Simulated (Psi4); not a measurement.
A dimer, BF3 ··· CH3Br (SMILES FB(F)F and CBr); the first 4 atoms form monomer A.

```
9

F      1.1869    -0.5636     0.0674
B      0.0001     0.0000    -0.0011
F     -1.0817    -0.7475    -0.0358
F     -0.1053     1.3111    -0.0305
C      2.1317     1.7543    -2.0919
Br     0.9314     0.6105    -3.1324
H      1.5458     2.5815    -1.7072
H      2.9131     2.1027    -2.7579
H      2.5407     1.1547    -1.2864
```

Task: What interaction energy does Psi4 1.11 with SAPT0/jun-cc-pVDZ, frozen core give, and which attractive term is the largest?

Result: Total -7.22 kJ/mol: electrostatics -17.64, exchange 23.33, induction -3.68, dispersion -9.22. The most attractive term is electrostatics.
